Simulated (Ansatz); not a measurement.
Cost and result for the atomization energy of CH₂BFO₂, SMILES `FB1OCO1` (7 atoms, 7 bonds).

The species carries charge 0 and has multiplicity 1. The structure was optimised at the PBE0-D4/def2-TZVP level. Program: Ansatz. All runs use 2 threads of an Arm Neoverse V1 on a shared host. Times are those of one run each, without the atoms' runs, and a repeat can differ threefold. Electronic energies, without spin–orbit coupling; frozen cores. CCSD(T)/CBS adds CCSD(T) − MP2 in def2-TZVPP to the MP2 limit, and its time is that of the two runs behind it. T1 = 0.013. B3LYP takes the VWN-RPA correlation (the form of Gaussian; ORCA's B3LYP/G). HSE06 is the plane-wave form, built on full-range PBE exchange.

CCSD(T)/CBS is a level of theory with its own doubt, some kJ/mol a heavy atom from the limit and from the frozen cores, so smaller differences don't rank the functionals.

```
                             level  functions  wall time  atomization (kcal/mol)  difference from CCSD(T)/CBS  per bond
                BLYP-D4/def2-TZVPP        183      1.9 s                   773.9                          3.4       0.5
               BHLYP-D4/def2-TZVPP        183      2.5 s                   733.5                        -37.0      -5.3
               HSE06-D4/def2-TZVPP        183      2.9 s                   775.9                          5.4       0.8
           CAM-B3LYP-D4/def2-TZVPP        183      2.9 s                   776.1                          5.6       0.8
 B3LYP-D4/def2-TZVPP (with forces)        183      3.3 s                   767.6                         -2.9      -0.4
                  CCSD(T)/def2-SVP         80      3.4 s                   736.4                        -34.1      -4.9
r2SCAN-D4/def2-TZVPP (with forces)        183      4.4 s                   777.8                          7.3       1.0
               PBE-QIDH/def2-TZVPP        183      4.7 s                   769.1                         -1.4      -0.2
                ωB97X-V/def2-TZVPP        183      7.5 s                   772.7                          2.2       0.3
                 B97M-V/def2-TZVPP        183      8.5 s                   773.5                          3.0       0.4
                    MP2/def2-QZVPP        345       16 s                   795.4                         24.9       3.6
                CCSD(T)/def2-TZVPP        183       73 s                   750.1                        -20.4      -2.9
                 CCSD(T)/CBS(def2)          –       89 s                   770.5                          0.0       0.0
```

From PBE to PBE0 (25 % exact exchange), in def2-TZVPP and without D4, the atomization energy moves by −24.6 kcal/mol: exact exchange takes away binding that semilocal exchange gives to molecules. The D4 term adds +3.9 kcal/mol with B3LYP and +2.0 kcal/mol with PBE0; it sums over pairs of atoms, weighted by their polarisabilities, and B3LYP, whose exchange is more repulsive, gets the larger term. At CCSD(T), def2-SVP lies −34.1 kcal/mol from the extrapolated value and def2-TZVPP −20.4 kcal/mol: correlation converges slowly with the basis, and small sets miss more of it in the bonded molecule than in its fragments.
